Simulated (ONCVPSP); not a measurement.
Er (Z = 68) ONCV: all-electron and pseudo phase curves

```json
{
 "Element": "erbium",
 "Generator": "ONCVPSP 4.0.1",
 "Type": "optimised norm-conserving Vanderbilt (ONCV)",
 "Functional": "LDA (Perdew-Wang 92)",
 "Relativity": "scalar-relativistic",
 "Frozen core": "[Kr] 4d10",
 "Valence charge": "22",
 "Reference configuration": "4f12 5s2 5p6 6s1.75 6p0.25",
 "Partial waves": "5s+6s: rc 2.35 bohr, ncon 4, nbas 7, qcut 5.2 1/bohr, 2 projectors; 5p+6p: rc 2.10 bohr, ncon 5, nbas 9, qcut 6.7 1/bohr, 2 projectors; d scattering state at 0.12 Ha: rc 1.80 bohr, ncon 4, nbas 9, qcut 4.5 1/bohr, 1 projector; 4f: rc 0.90 bohr, ncon 4, nbas 8, qcut 18.7 1/bohr, 2 projectors, debl 1.5 Ha",
 "Local potential": "polynomial inside 0.85 bohr (lpopt 5, dvloc0 2 Ha)",
 "Core correction": "Teter function fitted to the true core (icmod 2), fcfact 0.2"
}
```

In the d channel the program set the typed energies aside and used 0.050 Ha.

The phase is arctan(r·R′/R) of the radial function R(r), unwrapped; energies in Ha, scanned from -3 to 5 Ha. A pole is an energy at which the radial function vanishes at the test radius. The pseudo phase is shifted by a multiple of π to meet the all-electron one at the reference energy, and phase errors are pseudo minus all-electron; the curves can meet again beyond the range given. Levels narrower than the energy grid can be missing from the lists of poles.

| channel | radius (bohr) | reference energy (Ha) | poles, all-electron | poles, pseudo | unbroken range about the reference energy with phases within 0.05 rad | phase error 1 Ha above the reference energy (rad) |
| --- | --- | --- | --- | --- | --- | --- |
| s | 2.38 | -0.16 | -1.83, 2.56 | -1.83, 2.49 | below 3.8 | -0.001 |
| p | 2.13 | -0.05 | -0.53 | -0.53, 1.66 | below 1.4 | -0.002 |
| d | 1.83 | 0.05 | 2.13 | 1.86, 4.32 | below 2.0 | -0.010 |
| f | 0.91 | -0.14 | 2.24 | 2.24 | the whole range | -0.000 |

Note: ghosts flagged at negative energy: s at -199.8 eV; GHOST(+) flagged for p at 44.1 eV. A true bound ghost makes a file unfit for plane-wave use.

Phases in the d channel:

```csv
E (Ha),all-electron,pseudo
-2.98,1.256,1.252
-2.54,1.214,1.211
-2.10,1.156,1.151
-1.66,1.064,1.058
-1.22,0.903,0.896
-0.78,0.572,0.563
-0.34,-0.120,-0.124
0.10,-0.836,-0.836
0.54,-1.189,-1.192
0.98,-1.362,-1.371
1.42,-1.464,-1.482
1.86,-1.535,-1.571
2.30,-1.592,-1.671
2.74,-1.644,-1.899
3.18,-1.698,-3.931
3.62,-1.763,-4.551
4.06,-1.853,-4.670
4.50,-2.007,-4.736
4.94,-2.344,-4.790
```
